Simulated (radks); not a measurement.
Spherical jellium clusters: N electrons in a uniform positive sphere of charge N and radius rs N^(1/3), rs = 3.3 bohr. Method: non-relativistic Kohn-Sham, PBE, spin-polarised, spherical densities; computed with a radial shooting solver with Libxc functionals. Levels are named by radial order and angular momentum (1s, 1p, 1d, 2s, ...), and open shells are averaged over m.

N = 15, configuration 1s2 1p6 1d(up 5, down 2). This is the lowest configuration that the search found. Occupied and some empty levels:

level    occupation  eigenvalue (eV)  <r> (bohr)
1s up             1          -6.3272       5.150
1s down           1          -6.1806       4.819
1p up             3          -4.9989       6.199
1p down           3          -4.6702       6.051
1d up             5          -3.3791       7.029
1d down           2          -2.9740       7.000
2s up             0          -2.7497       6.280
2s down           0          -2.6333       6.347
1f up             0          -1.5779       7.937
1f down           0          -1.1647       8.063
2p up             0          -1.0709       8.834
2p down           0         -0.90320       8.972

Energy (eV): total -25.2162, kinetic 37.387, external -881.24, Hartree 431.23, exchange-correlation -63.973, background 451.38.
